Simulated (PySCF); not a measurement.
# Working out the ionisation energy of Ir+

Ir+ [Xe] 4f14 5d7 6s1 (5F) → Ir(2+) [Xe] 4f14 5d7 (4F). Calculation: PySCF 2.14, in aug-cc-pVDZ-PP with ECP60MDF (5s5p4d2f, 54 functions); a scalar-relativistic core potential. Frozen: 5s2 5p6. Energies in hartree (1 hartree = 27.21139 eV):

| part | Ir+ (lower) | Ir(2+) (upper) |
| --- | --- | --- |
| UHF | -103.362342 | -102.763244 |
| MP2 opposite-spin | -0.080891 | -0.065861 |
| MP2 same-spin | -0.066537 | -0.045925 |

**Question.** What does Hartree-Fock give?

**Answer.** (-102.763244) − (-103.362342) = 0.599098 hartree = 16.302 eV.

**Question.** What do MP2 and SCS-MP2 (6/5 opposite-spin, 1/3 same-spin) give?

**Answer.** The opposite-spin parts differ by 0.409 eV and the same-spin parts by 0.561 eV. MP2: 16.302 + (0.409) + (0.561) = 17.272 eV. SCS-MP2: 16.302 + 1.2 × (0.409) + (0.561)/3 = 16.980 eV.

Reference: 17 ± 0.3 eV (semi-empirical (NIST evaluation); NIST Atomic Spectra Database, ionization energies), between the lowest levels; spin-orbit coupling is absent from the calculation.

A double-zeta basis recovers only part of the correlation energy.

What remains against the reference includes basis incompleteness, the frozen core and correlation beyond second order.
